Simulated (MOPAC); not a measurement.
Input for MOPAC: PM7 on AsBF2H2 (SMILES FB(F)[AsH2]), a point of a torsion scan.

```
PM7 1SCF PRECISE CHARGE=0 THREADS=1
AsBF2H2

F     -1.54563545 1    -1.05378515 1     0.49838074 1
B     -0.85306748 1    -0.05537421 1    -0.01029051 1
F     -1.60906063 1     0.86912073 1    -0.56956000 1
As     1.17212667 1     0.08203762 1     0.09076498 1
H      1.11099219 1     0.07691471 1     1.59288975 1
H      1.32312191 1    -1.41176245 1     0.14430496 1
```

It printed:

```
*******************************************************************************
 **                                                                           **
 **                              MOPAC v23.2.5                                **
 **                                                                           **
 *******************************************************************************
 ** MOPAC's Digital Object Identifier: https://doi.org/10.5281/zenodo.6511958 **
 **                                                                           **
 ** Please cite the open-source release paper for use of this MOPAC version:  **
 ** J. E. Moussa and J. J. P. Stewart (2026)                                  **
 ** MOPAC: An open-source semiempirical molecular orbital program             **
 ** J. Open Source Softw., 11(119), 8025, https://doi.org/10.21105/joss.08025 **
 *******************************************************************************

                              PM7 CALCULATION RESULTS

 *******************************************************************************
 *  PM7        - The PM7 Hamiltonian to be used
 *
 *
 *
 *                 CHARGE ON SYSTEM = 0
 *
 *
 *
 *  PRECISE    - TIGHTER CRITERIA TO BE USED
 *  1SCF       - DO 1 SCF AND THEN STOP
 *  THREADS=1  - MULTI-THREADING NOT USED
 *  T=         - A TIME OF 172800.0 SECONDS REQUESTED
 *  DUMP=N     - RESTART FILE WRITTEN EVERY 7200.0 SECONDS REQUESTED
 *******************************************************************************
PM7 1SCF PRECISE CHARGE=0 THREADS=1
 AsBF2H2

   ATOM   CHEMICAL          X               Y               Z
  NUMBER   SYMBOL      (ANGSTROMS)     (ANGSTROMS)     (ANGSTROMS)

     1       F         -1.54563545  *  -1.05378515  *   0.49838074  *
     2       B         -0.85306748  *  -0.05537421  *  -0.01029051  *
     3       F         -1.60906063  *   0.86912073  *  -0.56956000  *
     4      As          1.17212667  *   0.08203762  *   0.09076498  *
     5       H          1.11099219  *   0.07691471  *   1.59288975  *
     6       H          1.32312191  *  -1.41176245  *   0.14430496  *



          CARTESIAN COORDINATES

    NO.       ATOM           X           Y           Z

     1         F         -1.5456     -1.0538      0.4984
     2         B         -0.8531     -0.0554     -0.0103
     3         F         -1.6091      0.8691     -0.5696
     4        As          1.1721      0.0820      0.0908
     5         H          1.1110      0.0769      1.5929
     6         H          1.3231     -1.4118      0.1443

 General Reference for PM7:
 "Optimization of Parameters for Semiempirical Methods VI: More Modifications to the
 NDDO Approximations and Re-optimization of Parameters", J. J. P. Stewart, J. Mol. Mod., 1:32, 19 (2013)
 https://link.springer.com/article/10.1007/s00894-012-1667-x

           Empirical Formula: H2 F2 B As  =     6 atoms



      MOLECULAR POINT GROUP   :   C1


      RHF CALCULATION, NO. OF DOUBLY OCCUPIED LEVELS = 12


 -------------------------------------------------------------------------------
 PM7 1SCF PRECISE CHARGE=0 THREADS=1
 AsBF2H2



     1SCF WAS SPECIFIED, SO BFGS WAS NOT USED
     SCF FIELD WAS ACHIEVED


                              PM7 CALCULATION
                                                       MOPAC v23.2.5 Linux




          FINAL HEAT OF FORMATION =       -180.72062 KCAL/MOL =    -756.13506 KJ/MOL


          COSMO AREA              =        104.00 SQUARE ANGSTROMS
          COSMO VOLUME            =         88.79 CUBIC ANGSTROMS

          IONIZATION POTENTIAL    =          9.808191 EV
          HOMO LUMO ENERGIES (EV) =         -9.808 -1.781
          NO. OF FILLED LEVELS    =         12
          MOLECULAR WEIGHT        =        125.7442         POINT GROUP:  C1

          MOLECULAR DIMENSIONS (Angstroms)

            Atom       Atom       Distance
            H     6    F     3     3.78282
            F     1   As     4     2.65214
            H     5    F     3     1.83864


          SCF CALCULATIONS        =          1





   ATOM   CHEMICAL          X               Y               Z
  NUMBER   SYMBOL      (ANGSTROMS)     (ANGSTROMS)     (ANGSTROMS)

     1       F         -1.54563545  *  -1.05378515  *   0.49838074  *
     2       B         -0.85306748  *  -0.05537421  *  -0.01029051  *
     3       F         -1.60906063  *   0.86912073  *  -0.56956000  *
     4      As          1.17212667  *   0.08203762  *   0.09076498  *
     5       H          1.11099219  *   0.07691471  *   1.59288975  *
     6       H          1.32312191  *  -1.41176245  *   0.14430496  *

                             CARTESIAN COORDINATES

   1    F       -1.545635450    -1.053785150     0.498380740
   2    B       -0.853067480    -0.055374210    -0.010290510
   3    F       -1.609060630     0.869120730    -0.569560000
   4   As        1.172126670     0.082037620     0.090764980
   5    H        1.110992190     0.076914710     1.592889750
   6    H        1.323121910    -1.411762450     0.144304960


           Empirical Formula: H2 F2 B As  =     6 atoms



      MOLECULAR POINT GROUP   :   C1


                  EIGENVALUES
 -40.43937 -40.39168 -19.11969 -17.81505 -16.76891 -16.42583 -16.16659 -15.06612
 -14.86911 -13.52655 -12.02911  -9.80819  -1.78122  -1.54065  -1.38644  -1.35983
  -1.28837  -0.56878   1.06297   2.22863   3.50089   3.50874   4.07056


              NET ATOMIC CHARGES AND DIPOLE CONTRIBUTIONS

  ATOM NO.   TYPE          CHARGE      No. of ELECS.   s-Pop       p-Pop       d-Pop
    1          F          -0.295139        7.2951     1.94350     5.35164
    2          B           0.548182        2.4518     0.77956     1.67226
    3          F          -0.286301        7.2863     1.94358     5.34272
    4         As          -0.133812        5.1338     1.65484     3.25006     0.22891
    5          H           0.086826        0.9132     0.91317
    6          H           0.080244        0.9198     0.91976
 DIPOLE           X         Y         Z       TOTAL
 POINT-CHG.     2.378    -0.412     0.711     2.516
 HYBRID        -1.056    -0.155     0.037     1.068
 SUM            1.322    -0.567     0.749     1.622


          ATOMIC ORBITAL ELECTRON POPULATIONS

     Atom    s        px        py        pz      x^2-y^2     xz        z^2       yz        xy
    1  F   1.94350   1.83803   1.68320   1.83041
    2  B   0.77956   0.84028   0.49558   0.33640
    3  F   1.94358   1.80965   1.71548   1.81760
    4 As   1.65484   1.05444   1.10930   1.08632   0.10235   0.00111   0.12113   0.00038   0.00394
    5  H   0.91317
    6  H   0.91976

 **********************
 *                    *
 * JOB ENDED NORMALLY *
 *                    *
 **********************




 == MOPAC DONE ==
```

The run finished.

Cost: about 0.03 core-seconds (a rough figure).
